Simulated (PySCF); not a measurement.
**Dipole response of Pr(21+) (praseodymium, charge +21)**

[Kr] 4d2, high-spin 3F determinant. Calculation: PySCF 2.14, in an even-tempered Gaussian basis (20 s from 1.3 bohr⁻², ratio 2.5; 14 p from 1.6 bohr⁻², ratio 2.5; 9 d from 1.6 bohr⁻², ratio 2.5; 4 f from 6.7 bohr⁻², ratio 2.7; 4 g from 10 bohr⁻², ratio 2.7); the spin-free X2C one-electron Hamiltonian (Gaussian nucleus). Coupled (time-dependent) response in atomic units; α is the mean over directions.

```json
{"method": "UHF", "mean α (bohr³)": "0.1678", "C₆ (like pair)": "0.1347", "S(−4)": "0.005371"}
```

S(−4) is the Cauchy moment in α(ω) = α(0) + S(−4) ω² + …

Spin-orbit coupling is absent.

α(iu) at UHF:

| u (hartree) | α(iu) (bohr³) |
| --- | --- |
| 0 | 0.1677 |
| 0.600 | 0.1658 |
| 1.20 | 0.1604 |
| 2.40 | 0.1423 |
| 3.60 | 0.1207 |
| 4.80 | 0.1008 |
| 6.00 | 0.08412 |
| 9.00 | 0.05615 |
| 12.0 | 0.04056 |
| 18.0 | 0.02519 |
| 30.0 | 0.01370 |

For an ion, C₆ is the dispersion term alone; charge-induced terms of lower order in 1/R come first.

Spin-orbit coupling, absent here, splits the open shell strongly.
